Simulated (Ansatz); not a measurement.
Geometry optimisation, Ansatz, RKS B3LYP/STO-3G.

The input (input.yaml):

```yaml
crystal:
  periodic: [false, false, false]
  atoms:
    - { symbol: O, position_ang: [0.2974, -2.1525, 0.1626] }
    - { symbol: C, position_ang: [-0.1846, -0.9853, -0.0104] }
    - { symbol: S, position_ang: [-1.6967, -0.4084, -0.4779] }
    - { symbol: Si, position_ang: [0.6147, 0.5858, 0.1939] }
    - { symbol: F, position_ang: [0.946, 1.3582, -1.1577] }
    - { symbol: H, position_ang: [0.0652, 1.5382, 1.2433] }
basis:
  gaussian: { orbitals: STO-3G }
hamiltonian:
  xc: b3lyp
relax:
  f_tol: 0.015
  max_steps: 40
```

Launched with:

```bash
$ ansatz run input.yaml --threads 1 --pin off --max-ram 2048MiB --backend cpu --events-out ev --progress --plain --runs-dir out
```

Q: Where does it end, and by what steps?

A: It converged. Limits of this set-up: minimal basis. After 10 steps the energy has fallen by 1.471 eV; Si4 moved furthest, 0.44 Å.

```tsv
step	energy less start (eV)	largest force component (eV/Å)	accepted
0	0.0000	6.194	yes
1	-0.7324	3.705	yes
2	-1.1300	1.270	yes
3	-1.1753	1.584	yes
4	-1.3657	1.927	yes
5	-1.4414	0.571	yes
6	-1.4173	1.324	no
7	-1.4601	0.279	yes
8	-1.4699	0.131	yes
9	-1.4708	0.028	yes
10	-1.4708	0.004	yes
```

```xyz
6
Properties=species:S:1:pos:R:3
O 0.282 -2.312 0.219
C -0.075 -1.134 0.048
S -1.600 -0.296 -0.501
Si 0.212 0.699 0.057
F 1.030 1.475 -1.137
H 0.192 1.504 1.267
```

Whether the end is a true minimum wasn't checked by a vibrational analysis.

Run time: 25 s on 1 CPU thread of a shared host.
